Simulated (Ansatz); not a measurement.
Basis sets compared for `C#CCCCCCCCCCC`. Total charge 0; singlet. Geometry r2SCAN-D4/def2-SVP. Ansatz on 4 threads of Intel Xeon Platinum 8488C on a shared host; times are rough, and most runs start from earlier orbitals.

```xyz
34

C    -1.257   -5.178    2.449
C    -1.455   -3.982    2.363
C    -1.714   -2.555    2.236
C    -2.666   -2.211    1.078
C    -3.035   -0.727    1.019
C    -1.858    0.242    0.871
C    -0.998    0.010   -0.370
C     0.090    1.065   -0.557
C     0.948    0.835   -1.800
C     1.989    1.923   -2.068
C     3.081    2.042   -1.004
C     4.140    3.080   -1.355
H    -1.077   -6.234    2.533
H    -0.750   -2.028    2.104
H    -2.136   -2.175    3.186
H    -3.585   -2.810    1.189
H    -2.206   -2.536    0.129
H    -3.604   -0.462    1.930
H    -3.731   -0.577    0.174
H    -1.217    0.204    1.772
H    -2.256    1.273    0.842
H    -1.648   -0.011   -1.266
H    -0.524   -0.989   -0.322
H    -0.378    2.067   -0.617
H     0.727    1.085    0.347
H     1.456   -0.145   -1.715
H     0.281    0.751   -2.678
H     1.478    2.900   -2.174
H     2.468    1.728   -3.045
H     2.629    2.297   -0.029
H     3.558    1.053   -0.866
H     4.642    2.833   -2.306
H     3.693    4.082   -1.472
H     4.916    3.152   -0.577
```

Binding counts from free atoms (C triplet, H doublet) in the same basis, without a counterpoise term.

```tsv
level	functions	energy (Eh)	HOMO (eV)	LUMO (eV)	binding per atom (eV)	wall time
PBE-D4/def2-SVP	278	-469.4854	-6.21	0.35	4.40	3 s
PBE0-D4/def2-SVP	278	-469.5772	-7.49	1.33	4.36	6 s
```

Q: Estimate the rows for PBE-D4/def2-TZVP (with forces), PBE0-D4/def2-TZVP (with forces).

A: 
| level | functions | energy (Eh) | HOMO (eV) | LUMO (eV) | binding per atom (eV) | wall time |
| --- | --- | --- | --- | --- | --- | --- |
| PBE-D4/def2-TZVP (with forces) | 504 | -469.9893 | -6.33 | 0.01 | 4.36 | 8.5 s |
| PBE0-D4/def2-TZVP (with forces) | 504 | -470.0692 | -7.54 | 0.88 | 4.31 | 24 s |
